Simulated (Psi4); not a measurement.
# CrO3 (SMILES [O]=[Cr](=[O])=[O]): the vertical ionisation energy from total energies

CrO3: 4 atoms, total charge 0, spin state singlet. SMILES: `[O]=[Cr](=[O])=[O]`. The shape is that of a PBE0-D4/def2-TZVP optimisation.

Both states at this one shape; open shells run unrestricted unless said. 1 Eh = 27.2114 eV.

```
          level  program  singlet CrO3 (Eh)  doublet [CrO3]+ (Eh)  HOMO of the first (eV)
  BLYP/def2-SVP     Psi4       -1269.902015          -1269.489049                   -7.29
r2SCAN/def2-SVP     Psi4       -1269.713982          -1269.284331                   -7.97
```

Question: Work out the vertical ionisation energy at each level.

Answer: 
1. BLYP/def2-SVP: -1269.489049 − (-1269.902015) = 0.412966 Eh = 11.24 eV; −ε(HOMO) = 7.29 eV.
2. r2SCAN/def2-SVP: -1269.284331 − (-1269.713982) = 0.429651 Eh = 11.69 eV; −ε(HOMO) = 7.97 eV.

No measured value is set beside it here; the levels span 11.24 to 11.69 eV. In semi-local functionals −ε(HOMO) lies far under the ionisation energy, a result of self-interaction.
